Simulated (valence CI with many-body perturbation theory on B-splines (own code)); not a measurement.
**Eu49+: what each term of the Hamiltonian does**

Computed by relativistic CI+MBPT: four valence electrons over a frozen Dirac-Fock core [Ne], radial functions for each j: 11 s, 11 p, 9 d, 7 f, 5 g, 2 h, 1 i, with the one-electron correlation potential Σ1 (screened to all orders), the two-electron term Σ2, the three-electron term Σ3, Breit, model QED; selected single and double excitations, second order for the rest (own B-spline code, finite nucleus).

The last digits are not significant, and no measured levels were compared; by estimate large intervals hold to a few tenths of a per cent, small ones and those within an open d or f shell to about a per cent.

Each rung adds one term. CI alone is the Dirac-Coulomb CI over the frozen core; QED comes last and gives the full result, which names the levels. Energies are above (3s^2 3p1/2^2) J=0 on the same rung, in Ry.

Levels are named by their leading jj configuration (3d3/2^4 stands for four electrons in 3d with j = 3/2), which in mixed levels can hold well under half, so a name can repeat and another be missing. Letters in brackets count levels of one name in rising energy.

| Level | CI alone | Σ1 | Σ2 | Σ3 | Breit | QED | Full |
| --- | --- | --- | --- | --- | --- | --- | --- |
| (3s^2 3p1/2 3p3/2) J=1 | 11.762 | +0.0090 | +0.0076 | +0.0014 | -0.1633 | +0.0183 | 11.635 |
| (3s^2 3p1/2 3p3/2) J=2 | 12.358 | +0.0090 | +0.0050 | +0.0003 | -0.1847 | +0.0182 | 12.206 |
| (3s 3p1/2^2 3p3/2) J=2 | 21.391 | -0.0087 | +0.0056 | +0.0048 | -0.0267 | -0.1621 | 21.204 |
| (3s 3p1/2^2 3p3/2) J=1 | 23.141 | -0.0086 | -0.0119 | +0.0029 | -0.0367 | -0.1449 | 22.942 |
| (3s^2 3p3/2^2) J=2 | 24.527 | +0.0179 | +0.0130 | +0.0007 | -0.3345 | +0.0348 | 24.259 |
| (3s^2 3p1/2 3d3/2) J=2 | 25.094 | -0.0071 | -0.0086 | -0.0021 | -0.2324 | -0.0126 | 24.831 |
| (3s^2 3p3/2^2) J=0 | 25.745 | +0.0179 | +0.0085 | -0.0016 | -0.3118 | +0.0345 | 25.492 |
| (3s^2 3p1/2 3d3/2) J=1 | 27.607 | -0.0073 | -0.0529 | -0.0096 | -0.1851 | -0.0358 | 27.316 |
| (3s^2 3p1/2 3d5/2) J=2 | 28.953 | +0.0007 | -0.0221 | -0.0042 | -0.2893 | -0.0168 | 28.622 |
| (3s^2 3p1/2 3d5/2) J=3 | 29.069 | +0.0010 | -0.0171 | -0.0052 | -0.3313 | -0.0074 | 28.709 |
| (3s 3p1/2 3p3/2^2) J=2 [a] | 32.953 | -0.0001 | +0.0067 | +0.0031 | -0.1818 | -0.1363 | 32.644 |
| (3s 3p1/2 3p3/2^2) J=3 | 33.940 | +0.0004 | +0.0074 | +0.0037 | -0.2249 | -0.1353 | 33.591 |
| (3s 3p1/2 3p3/2^2) J=0 | 34.598 | +0.0002 | +0.0103 | +0.0035 | -0.1738 | -0.1318 | 34.306 |
| (3s 3p1/2^2 3d3/2) J=1 | 34.907 | -0.0250 | -0.0146 | -0.0007 | -0.0501 | -0.1959 | 34.621 |
| (3s 3p1/2^2 3d3/2) J=2 | 35.334 | -0.0247 | -0.0177 | -0.0018 | -0.0664 | -0.1960 | 35.027 |
| (3s 3p1/2 3p3/2^2) J=1 [a] | 35.437 | +0.0004 | -0.0043 | +0.0027 | -0.1999 | -0.1283 | 35.108 |
| (3s 3p1/2 3p3/2^2) J=2 [b] | 35.586 | +0.0005 | -0.0105 | +0.0028 | -0.2346 | -0.1122 | 35.232 |
| (3s 3p1/2 3p3/2^2) J=1 [b] | 36.211 | +0.0001 | -0.0311 | +0.0010 | -0.1743 | -0.1461 | 35.861 |
| (3s 3p1/2^2 3d5/2) J=3 | 38.601 | -0.0169 | -0.0265 | -0.0030 | -0.1646 | -0.1881 | 38.202 |
| (3s^2 3p3/2 3d3/2) J=3 | 39.171 | +0.0020 | -0.0291 | -0.0077 | -0.4017 | -0.0002 | 38.734 |
| (3s^2 3p3/2 3d3/2) J=2 | 39.247 | +0.0013 | -0.0476 | -0.0067 | -0.3409 | -0.0340 | 38.819 |
| (3s^2 3p3/2 3d3/2) J=1 | 39.295 | +0.0016 | -0.0380 | -0.0065 | -0.3514 | -0.0169 | 38.883 |
| (3s^2 3p3/2 3d3/2) J=0 | 39.362 | +0.0017 | -0.0345 | -0.0072 | -0.3370 | -0.0124 | 38.973 |
| (3s 3p1/2^2 3d5/2) J=2 | 39.421 | -0.0173 | -0.0293 | -0.0055 | -0.1460 | -0.1922 | 39.031 |
| (3s^2 3p3/2 3d5/2) J=4 | 40.512 | +0.0100 | -0.0007 | -0.0027 | -0.4908 | +0.0134 | 40.041 |
| (3s^2 3p3/2 3d5/2) J=2 | 40.913 | +0.0096 | -0.0080 | -0.0024 | -0.4618 | +0.0031 | 40.453 |
| (3s^2 3p3/2 3d5/2) J=3 | 42.642 | +0.0091 | -0.0399 | -0.0110 | -0.4714 | +0.0078 | 42.137 |
| (3s^2 3p3/2 3d5/2) J=1 | 43.118 | +0.0096 | -0.0277 | -0.0132 | -0.4403 | +0.0063 | 42.653 |
| (3s 3p1/2 3p3/2 3d3/2) J=2 [a] | 44.906 | -0.0166 | -0.0056 | +0.0057 | -0.1351 | -0.2393 | 44.515 |
| (3s 3p1/2 3p3/2 3d3/2) J=0 [a] | 45.416 | -0.0163 | +0.0070 | +0.0028 | -0.1709 | -0.1929 | 45.046 |
| (3s 3p1/2 3p3/2 3d3/2) J=1 [a] | 45.631 | -0.0161 | +0.0044 | +0.0013 | -0.2106 | -0.1780 | 45.233 |

The middle columns are the shifts that each term adds.

Q: How does the ionisation energy move along the ladder, and which term matters most?

A: CI alone 4406.7, + Σ1 4407.7, + Σ2 4407.8, + Σ3 4407.6, + Breit 4402.1, + QED 4402.1 eV. The largest step is Breit, -5.5 eV. NIST lists 4400 ± 4 eV (theoretical).
